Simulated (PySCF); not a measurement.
Run record: geometry optimisation, 3-iodothiophene, `Ic1ccsc1`.

Computed with PBE0-D3(BJ)/def2-SVP geometry optimisation, gas phase, def2 core potentials past Kr (PySCF 2.14.0). Start geometry: GFN2-xTB. The input is one job of a driver script: a line of settings, then coordinates in Å.

Input:
```
{"job": {"xc": "PBE0", "basis": "def2-SVP", "d3": "d3bj", "grid": 1, "maxiter": 30, "shake": 0.01, "kind": "geom"}, "charge": 0, "multiplicity": 1}
I      2.745850     0.881670     0.698590
C      0.836010     0.122950     0.184230
C     -0.340100     0.925320     0.074510
C     -1.372100     0.192150    -0.258380
S     -1.031250    -1.483860    -0.461260
C      0.617500    -1.180840    -0.074040
H     -0.322020     1.986530     0.253390
H     -2.397470     0.528440    -0.407950
H      1.321380    -1.989520    -0.042830
```

**Question.** What does the run print?

**Answer.** 
```
step   0  E = -849.56391486  max force = 0.065084
step   1  E = -849.56915913  max force = 0.012212
step   2  E = -849.56923785  max force = 0.004952
step   3  E = -849.56931440  max force = 0.003090
step   4  E = -849.56932968  max force = 0.001075
step   5  E = -849.56933691  max force = 0.000762
step   6  E = -849.56933904  max force = 0.000130
optimisation converged
```

Energies in Eh; «max force» is the largest Cartesian gradient component in Eh/bohr.

**Question.** How much energy does the optimisation release, in eV?

**Answer.** E(step 0) − E(last step) = 0.005424 Eh, which is 0.148 eV.

**Question.** Give the first gradient maximum in eV/Å.

**Answer.** With 1 Eh/bohr = 51.422 eV/Å, 3.347 eV/Å.

Main results: final energy -849.56934 Eh after 6 steps; dipole 1.05 D.

**Question.** Where do the atoms end?

**Answer.** 0.029 Å rms from the input after alignment:
```
atom  x, y, z in Å
I1     2.6066    0.9263    0.5906
C2     0.7601    0.1061    0.0676
C3    -0.4289    0.8817   -0.0619
C4    -1.4995    0.1047   -0.4128
S5    -1.0661   -1.5476   -0.5831
C6     0.5729   -1.2272   -0.1843
H7    -0.4784    1.9584    0.0993
H8    -2.5283    0.4214   -0.5810
H9     1.3081   -2.0294   -0.1558
```

Hardware: AMD EPYC 9R45, one thread, on a shared host. Cost: 27 s wall, 0.51 GiB resident at most.
Labels such as C1 count atoms from 1, the log's own numbers from 0.
